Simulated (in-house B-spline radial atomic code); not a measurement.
A radial electron density 4πr²n(r) was computed for an atom or ion in its tabulated ground configuration with a B-spline radial code for spherical atoms; method: Dirac-Hartree-Fock, average of configuration. Columns: r (bohr), 4πr²n(r) (electrons per bohr), bar.

```
 0.00457   0.3358 #
 0.00548   0.4709 #
 0.00657   0.6568 ##
 0.00788   0.9118 ###
 0.00945    1.257 ####
  0.0113     1.71 #####
  0.0136     2.33 #######
  0.0163    3.116 #########
  0.0195    4.099 ############
  0.0234    5.328 ################
  0.0281    6.794 ####################
  0.0337    8.446 #########################
  0.0404     10.2 ###############################
  0.0484    11.92 ####################################
  0.0581    13.39 ########################################
  0.0696    14.36 ###########################################
  0.0835     14.6 ############################################
     0.1    13.99 ##########################################
    0.12    12.62 ######################################
   0.144    10.85 #################################
   0.173    9.263 ############################
   0.207    8.487 ##########################
   0.248    8.817 ###########################
   0.298    10.13 ###############################
   0.357    11.71 ###################################
   0.428    12.69 ######################################
   0.513    12.36 #####################################
   0.615    10.57 ################################
   0.738    7.801 ########################
   0.884     4.94 ###############
    1.06    2.685 ########
    1.27    1.365 ####
    1.52   0.8102 ##
    1.83   0.6361 ##
    2.19   0.5343 ##
    2.63    0.377 #
    3.15   0.2047 #
    3.78  0.07969 
    4.53  0.02138 
    5.43  0.00367 
    6.52 0.0003628 
    7.81 1.979e-05
```

**Question.** Which atom or ion is it?
A. Si2+
B. S3+
C. Al2+
D. Mg2+

**Answer.** C. The area under the curve, ∫4πr²n dr = ∫r·4πr²n d(ln r) on this logarithmic grid, is 11 electrons, which only this option has. The configuration is [Ne] 3s1.
